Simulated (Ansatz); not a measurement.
Ansatz (a first-principles code) input (CCSD(T)/def2-QZVPPD): A basis named .json is the Basis Set Exchange file of that set (core-valence sets with the plain set on hydrogen).

Ansatz 0.2 input:
```yaml
crystal:
  periodic: [false, false, false]
  atoms:
    - {symbol: P, position_ang: [0.00000000, 0.00000000, 0.00000000]}
basis:
  gaussian:
    orbitals: def2-QZVPPD.json
magnetization: {spin_polarized: true, initial_magnetization: 3}
correlation: {method: ccsd_t, electrons: outside_noble_gas}
scf: {lower_state_search: full}
```

Output:

```
Functional definition: HF
integrals: 0.08 GiB planned
456 factors; integrals over basis functions are off by at most 9.4e-5 eV
mean field: 0.12 GiB planned
mean field evaluation 1: about -9271.3435 eV, gradient 3.6e0 eV
mean field evaluation 2: about -9271.3448 eV, gradient 3.6e0 eV
mean field evaluation 4: about -9271.4372 eV, gradient 2.1e-1 eV
mean field evaluation 8: about -9271.4377 eV, gradient 4.6e-4 eV
mean field evaluation 16: about -8891.2880 eV, gradient 1.4e2 eV
mean field evaluation 32: about -9271.4364 eV, gradient 2.0e-1 eV
mean field -9271.43767368 eV, -340.7190501014 hartree, gradient 2.7e-6 eV, S^2 3.750687; 2 other end points of the search recorded, 0 dependent functions left out
5 core orbitals not correlated
reference -9271.43767368 eV, -340.7190501014 hartree; 4, 1 occupied and 67, 70 virtual orbitals, 456 factors
second order -2.44021439 eV of doubles, -0.00000000 eV of singles
coupled cluster: 0.20 GiB planned
cycle   1  -2.76545995 eV  change   -3.3e-1 eV  update   4.2e-2
cycle   2  -2.86300993 eV  change   -9.8e-2 eV  update   1.3e-2
cycle   3  -2.86866336 eV  change   -5.7e-3 eV  update   2.4e-3
cycle   4  -2.86853294 eV  change    1.3e-4 eV  update   5.0e-4
cycle   5  -2.86842128 eV  change    1.1e-4 eV  update   1.0e-4
cycle   6  -2.86843475 eV  change   -1.3e-5 eV  update   2.8e-5
cycle   7  -2.86843669 eV  change   -1.9e-6 eV  update   8.3e-6
cycle   8  -2.86843473 eV  change    2.0e-6 eV  update   1.6e-6
perturbative correction -0.12558002 eV, -0.0046149806 hartree
Total energy: -9274.43168843 eV, -340.8290781142 hartree
```
